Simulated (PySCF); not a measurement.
PySCF input (M06-2X/def2-TZVPD):

```python
from pyscf import gto, scf, dft

mol = gto.M(
    atom='''
    In   -0.16209051    0.15194732   -0.16389608
    Cl    2.07537305   -0.63265112    0.15094981
    Cl   -0.13059105   -1.19043174    1.81549575
    Cl   -1.47757995    1.38511704   -1.49403920
    ''',
    basis='def2-tzvpd',
    ecp='def2-tzvp',
    charge=1,
    spin=1,
    verbose=4,
)

mf = dft.UKS(mol, xc='m062x').density_fit(auxbasis='def2-universal-jkfit')
mf.grids.level = 4
mf.conv_tol = 1e-9
mf.max_cycle = 100
mf.max_memory = 1500
mf.kernel()
if not mf.converged:
    mf = mf.newton()
    mf.kernel(mf.make_rdm1())
for _ in range(2):
    mo, _, stable, _ = mf.stability(return_status=True)
    if stable:
        break
    mf.kernel(mf.make_rdm1(mo, mf.mo_occ))
mf.analyze()
```

Output:

```
ECP def2-tzvp not found for  Cl
PySCF version 2.14.0

[INPUT] verbose = 4
[INPUT] num. atoms = 4
[INPUT] num. electrons = 71
[INPUT] charge = 1
[INPUT] spin (= nelec alpha-beta = 2S) = 1
[INPUT] symmetry False subgroup None
[INPUT] Mole.unit = angstrom
[INPUT] Symbol           X                Y                Z      unit          X                Y                Z       unit  Magmom
[INPUT]  1 In    -0.162090510000   0.151947320000  -0.163896080000 AA   -0.306306671291   0.287138820162  -0.309718704090 Bohr   0.0
[INPUT]  2 Cl     2.075373050000  -0.632651120000   0.150949810000 AA    3.921886670803  -1.195537349199   0.285253799455 Bohr   0.0
[INPUT]  3 Cl    -0.130591050000  -1.190431740000   1.815495750000 AA   -0.246781318819  -2.249589958589   3.430789747812 Bohr   0.0
[INPUT]  4 Cl    -1.477579950000   1.385117040000  -1.494039200000 AA   -2.792221432649   2.617491856068  -2.823324907364 Bohr   0.0

nuclear repulsion = 365.966962452254
number of shells = 66
number of NR pGTOs = 313
number of NR cGTOs = 194
basis = def2-tzvpd
ecp = def2-tzvp

******** <class 'pyscf.df.df_jk.DFUKS'> ********
method = DFUKS
initial guess = minao
damping factor = 0
level_shift factor = 0
DIIS = <class 'pyscf.scf.diis.CDIIS'>
diis_start_cycle = 1
diis_space = 8
diis_damp = 0
SCF conv_tol = 1e-09
SCF conv_tol_grad = None
SCF max_cycles = 100
direct_scf = False
number electrons alpha = 36  beta = 35
XC library pyscf.dft.libxc version 7.1.2
    S. Lehtola, C. Steigemann, M. J. T. Oliveira, and M. A. L. Marques,  SoftwareX 7, 1–5 (2018)
XC functionals = m062x
    Y. Zhao and D. G. Truhlar,  Theor. Chem. Acc. 120, 215 (2008)
    Y. Zhao and D. G. Truhlar,  Theor. Chem. Acc. 120, 215 (2008)
radial grids:
    Treutler-Ahlrichs [JCP 102, 346 (1995); DOI:10.1063/1.469408] (M4) radial grids

becke partition: Becke, JCP 88, 2547 (1988); DOI:10.1063/1.454033
pruning grids: <function nwchem_prune>
grids dens level: 4
symmetrized grids: False
atomic radii adjust function: <function treutler_atomic_radii_adjust>
small_rho_cutoff = 0
Set gradient conv threshold to 3.16228e-05
tot grids = 118200
******** <class 'pyscf.df.df.DF'> ********
auxbasis = def2-universal-jkfit
init E= -1538.11654307044
  alpha nocc = 36  HOMO = -0.5833855254099  LUMO = -0.513608993686723
  beta  nocc = 35  HOMO = -0.631316595237154  LUMO = -0.583385525409902

WARN: HOMO -0.5833855254099 >= LUMO -0.583385525409902
[...]
  beta  nocc = 35  HOMO = -0.589275098361727  LUMO = -0.39951384818464
  HOMO = -0.589275098362  LUMO = -0.399513848185  gap/eV = 5.16367
Extra cycle  E= -1570.41834986675  delta_E= -5.09e-11  |g|= 3.91e-06  |ddm|= 1.63e-05
converged SCF energy = -1570.41834986675  <S^2> = 0.75824605  2S+1 = 2.0082291
uhf_internal: lowest eigs of H = [0.08198706 0.1299738  0.1476469 ]
<class 'pyscf.df.df_jk.DFUKS'> wavefunction is stable in the internal stability analysis
**** SCF Summaries ****
Total Energy =                       -1570.418349866745757
Nuclear Repulsion Energy =             365.966962452254052
One-electron Energy =                -2955.797462395703405
Two-electron Energy =                 1019.412150076703711
Two-electron Coulomb Energy =         1120.623941824984058
DFT Exchange-Correlation Energy =     -101.211791748280334
HOMO-LUMO gap [eV] =                     5.163666630206516
**** MO energy ****
                             alpha | beta                alpha | beta
MO #1   energy= -102.896495231955  | -102.889358938325  occ= 1 | 1
MO #2   energy= -102.896487423775  | -102.889352693377  occ= 1 | 1
MO #3   energy= -102.851847362025  | -102.851936717257  occ= 1 | 1
MO #4   energy= -10.0541537448576  | -10.0519134250852  occ= 1 | 1
MO #5   energy= -10.0541386662484  | -10.0519011703167  occ= 1 | 1
MO #6   energy= -10.0135366741695  | -10.0135595712191  occ= 1 | 1
MO #7   energy= -7.78241209276929  | -7.77014454090209  occ= 1 | 1
MO #8   energy= -7.78240618262885  | -7.77014129858477  occ= 1 | 1
MO #9   energy= -7.77247428099888  | -7.76768226785765  occ= 1 | 1
MO #10  energy= -7.77246835968005  | -7.7676758319375   occ= 1 | 1
MO #11  energy= -7.77010914713413  | -7.7637192017479   occ= 1 | 1
MO #12  energy= -7.77010138684533  | -7.76371592982596  occ= 1 | 1
MO #13  energy= -7.73473152508642  | -7.73494897761065  occ= 1 | 1
MO #14  energy= -7.73038460911921  | -7.73042615021575  occ= 1 | 1
MO #15  energy= -7.73015259956389  | -7.73018879921233  occ= 1 | 1
MO #16  energy= -5.17419206480673  | -5.17422691420961  occ= 1 | 1
MO #17  energy= -3.55505605791252  | -3.55512241541882  occ= 1 | 1
MO #18  energy= -3.55037536207439  | -3.55030770663144  occ= 1 | 1
MO #19  energy= -3.54585960250491  | -3.54582577431326  occ= 1 | 1
MO #20  energy= -1.20390311881546  | -1.1987313864825   occ= 1 | 1
MO #21  energy= -1.18919860986398  | -1.18187206179608  occ= 1 | 1
MO #22  energy= -1.17428155981549  | -1.17304696923424  occ= 1 | 1
MO #23  energy= -1.17105134133019  | -1.17115538500287  occ= 1 | 1
MO #24  energy= -1.16814276848809  | -1.16824834174208  occ= 1 | 1
MO #25  energy= -1.15335401164701  | -1.13163476036073  occ= 1 | 1
MO #26  energy= -1.11320981087035  | -1.08907286235054  occ= 1 | 1
MO #27  energy= -1.08910913045431  | -1.0845108065338   occ= 1 | 1
MO #28  energy= -0.739764520649193 | -0.722974620598015 occ= 1 | 1
MO #29  energy= -0.686190342014643 | -0.648093802131698 occ= 1 | 1
MO #30  energy= -0.642409440655376 | -0.631421088745803 occ= 1 | 1
MO #31  energy= -0.641828171915195 | -0.630581455016129 occ= 1 | 1
MO #32  energy= -0.639758612633509 | -0.606637234996206 occ= 1 | 1
MO #33  energy= -0.61242328037673  | -0.598896023845271 occ= 1 | 1
MO #34  energy= -0.601887723797426 | -0.594392977301186 occ= 1 | 1
MO #35  energy= -0.594756512738123 | -0.589275098361727 occ= 1 | 1
MO #36  energy= -0.590446940724457 | -0.39951384818464  occ= 1 | 0
MO #37  energy= -0.293392343842674 | -0.28985526428503  occ= 0 | 0
MO #38  energy= -0.241265016539207 | -0.240375252996765 occ= 0 | 0
MO #39  energy= -0.187545488461071 | -0.186060105805493 occ= 0 | 0
MO #40  energy= -0.127177042373183 | -0.12590376403977  occ= 0 | 0
MO #41  energy= -0.11121344397249  | -0.10933030664896  occ= 0 | 0
MO #42  energy= -0.0891275228022353 | -0.0885373546196116 occ= 0 | 0
MO #43  energy= -0.085888809481183 | -0.0851231386403603 occ= 0 | 0
MO #44  energy= -0.0845901503988943 | -0.0832574825127886 occ= 0 | 0
MO #45  energy= -0.0837439277100177 | -0.080690652178171 occ= 0 | 0
MO #46  energy= -0.0667666840977   | -0.0665809070760315 occ= 0 | 0
MO #47  energy= -0.0632715056417938 | -0.0627252087681139 occ= 0 | 0
MO #48  energy= -0.0608368236229019 | -0.0593957881585985 occ= 0 | 0
MO #49  energy= -0.0570573814987871 | -0.0549842724958088 occ= 0 | 0
MO #50  energy= -0.0381355321144329 | -0.0372203294161644 occ= 0 | 0
MO #51  energy= -0.0311771844783711 | -0.0307365224247882 occ= 0 | 0
MO #52  energy= -0.0295247035553022 | -0.0280593300773703 occ= 0 | 0
MO #53  energy= -0.0283821934553264 | -0.0276710099058974 occ= 0 | 0
MO #54  energy= -0.0159526046706402 | -0.0126028324193354 occ= 0 | 0
MO #55  energy= -0.0121999819420309 | -0.0116462989095191 occ= 0 | 0
MO #56  energy= -0.0110737096690151 | -0.00781696200227694 occ= 0 | 0
MO #57  energy= 0.0125237400041283 | 0.0137976397094214 occ= 0 | 0
MO #58  energy= 0.0202133691737975 | 0.0209763553704284 occ= 0 | 0
MO #59  energy= 0.0260302128955457 | 0.027625231945174  occ= 0 | 0
MO #60  energy= 0.0369041393412486 | 0.0370051572085768 occ= 0 | 0
MO #61  energy= 0.0414216508571638 | 0.0427756813108998 occ= 0 | 0
MO #62  energy= 0.0558291618498543 | 0.0573552812888904 occ= 0 | 0
MO #63  energy= 0.0576976425321956 | 0.0583811751314336 occ= 0 | 0
MO #64  energy= 0.0653013564832005 | 0.0657320512844476 occ= 0 | 0
MO #65  energy= 0.066971762017439  | 0.068242218752278  occ= 0 | 0
MO #66  energy= 0.075037779730888  | 0.0820035283072113 occ= 0 | 0
MO #67  energy= 0.0861117439158257 | 0.0870867321000989 occ= 0 | 0
MO #68  energy= 0.10447755420762   | 0.106890911146806  occ= 0 | 0
MO #69  energy= 0.107255588553094  | 0.107963416009237  occ= 0 | 0
MO #70  energy= 0.109257266080864  | 0.109687218848022  occ= 0 | 0
MO #71  energy= 0.124333159151027  | 0.124521715848452  occ= 0 | 0
MO #72  energy= 0.134501360352783  | 0.13870114098337   occ= 0 | 0
MO #73  energy= 0.137413276389338  | 0.139226954197103  occ= 0 | 0
MO #74  energy= 0.140428029609993  | 0.143359863749176  occ= 0 | 0
MO #75  energy= 0.14544727354809   | 0.145972133124482  occ= 0 | 0
MO #76  energy= 0.154557181863151  | 0.155840518046606  occ= 0 | 0
MO #77  energy= 0.170253627427424  | 0.171449106421082  occ= 0 | 0
MO #78  energy= 0.182108607067618  | 0.183589450729121  occ= 0 | 0
MO #79  energy= 0.21381296318264   | 0.213365456778349  occ= 0 | 0
MO #80  energy= 0.225248368034349  | 0.226176692948794  occ= 0 | 0
MO #81  energy= 0.243968230542657  | 0.243755075678049  occ= 0 | 0
MO #82  energy= 0.295602566206405  | 0.298272962191564  occ= 0 | 0
MO #83  energy= 0.318367226817367  | 0.318340635503126  occ= 0 | 0
MO #84  energy= 0.375986483405117  | 0.376558973588372  occ= 0 | 0
MO #85  energy= 0.376751838322578  | 0.377533278150564  occ= 0 | 0
MO #86  energy= 0.377258532192089  | 0.378136242614705  occ= 0 | 0
MO #87  energy= 0.378973650128558  | 0.3801404414296    occ= 0 | 0
MO #88  energy= 0.397161381892412  | 0.397378552645156  occ= 0 | 0
MO #89  energy= 0.405787634428668  | 0.406678897956811  occ= 0 | 0
MO #90  energy= 0.423958803235432  | 0.426975787907951  occ= 0 | 0
MO #91  energy= 0.429420244488412  | 0.431981547400743  occ= 0 | 0
MO #92  energy= 0.433719441116879  | 0.436834811087088  occ= 0 | 0
MO #93  energy= 0.439965706639811  | 0.440360288065086  occ= 0 | 0
MO #94  energy= 0.44570001883704   | 0.455322551705827  occ= 0 | 0
MO #95  energy= 0.458490965200393  | 0.461921991859956  occ= 0 | 0
MO #96  energy= 0.460519716354714  | 0.464462894524716  occ= 0 | 0
MO #97  energy= 0.466280620626244  | 0.467708775668527  occ= 0 | 0
MO #98  energy= 0.466860104519601  | 0.477352951945093  occ= 0 | 0
MO #99  energy= 0.469100943028312  | 0.480735430010503  occ= 0 | 0
MO #100 energy= 0.480069659006931  | 0.485662738527545  occ= 0 | 0
MO #101 energy= 0.487841141267819  | 0.488561050580109  occ= 0 | 0
MO #102 energy= 0.493680271698752  | 0.496099296935501  occ= 0 | 0
MO #103 energy= 0.49844929212263   | 0.499575052175893  occ= 0 | 0
MO #104 energy= 0.511528376923811  | 0.520175789305225  occ= 0 | 0
[...]
```
